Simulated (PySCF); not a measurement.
An unknown shows these calculated signals:

¹H NMR (300 MHz, computed): δ 10.47 (s, 1H), 3.08 (s, 3H), 2.92 (s, 3H).

¹³C{¹H} NMR (computed): δ 201.5 (CH), 172.3 (C), 164.7 (C), 154.0 (C), 26.8 (CH3), 26.3 (CH3).

- NMR shieldings at PBE0/pcSseg-1/GIAO
- coordinates at the PBE0-D3(BJ)/def2-SVP level
- run in PySCF 2.14.0 with density-fitted response routines
- rapidly exchanging positions averaged, no solvent, non-relativistic, one conformer

Referencing at the same level of theory: ¹H (31.27 ppm) and ¹³C (184.41 ppm) against TMS.

Question: Which of these does the molecule contain: an aldehyde, an S-methyl group, a heteroaromatic ring, a nitrile, a Si–H bond?

Answer: 
- An aldehyde: yes (δC 201.5; δH 10.47 (s)).
- An S-methyl group: no.
- A heteroaromatic ring: yes.
- A nitrile: no.
- A Si–H bond: no.

The data belong to SMILES Cc1nnc(C=O)c(C)n1, C₆H₇N₃O; they needn't prove each group on their own.

Carbon signals by region: 3 in the far downfield region (above 160 ppm), 1 in the sp2 and nitrile region (100–160 ppm), 2 below 50 ppm. Above 160 ppm: 201.5, aldehyde carbonyl carbon, 172.3, substituted aromatic carbon next to a ring nitrogen, 164.7, substituted aromatic carbon next to a ring nitrogen.

Shifts are as computed. Against solution values, carbons near 30 ppm lie about +2 ppm off and those near 130 ppm about +5 ppm. Of 1313 compounds with measured shifts, 239 miss one by over three times the rms of a fit or turn the order of signals round; such compounds aren't used in these exercises. Multiplicities follow the n + 1 count of equivalent neighbours, as no J values were calculated; m marks all less simple cases, F and P coupling included.
